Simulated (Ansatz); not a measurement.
Mulliken charges of F2H2OSeZr (`[OH][Zr]([F])([F])[SeH]`) from PBE/def2-TZVPP in Ansatz (PBE0-D4/def2-TZVP geometry).

```csv
atom,x (Å),y (Å),z (Å),charge (e)
O1,-1.700,-0.306,-0.680,-0.465
Zr2,0.114,-0.347,-0.145,1.156
F3,0.487,-1.821,0.994,-0.340
F4,1.289,-0.471,-1.633,-0.340
Se5,0.502,1.880,1.119,-0.276
H6,-2.592,-0.406,-1.001,0.200
H7,1.899,1.471,1.346,0.064
```

Task: By hand: the dipole of these point charges (1 e Å = 4.8032 D).

Result: Σ q r = (-0.217, 0.015, -0.057) e Å, of length 0.225 e Å = 1.08 D.

Task: How does the dipole of the full density compare? (An estimate is asked.)

Result: Computed: (-0.447, -0.086, -0.179) e Å, 2.35 D; the point charges give 0.46 times that, at 16° from its direction.

Point charges leave out the atoms' own dipoles, such as those of lone pairs, and Mulliken's split depends on the basis, so the two needn't agree.
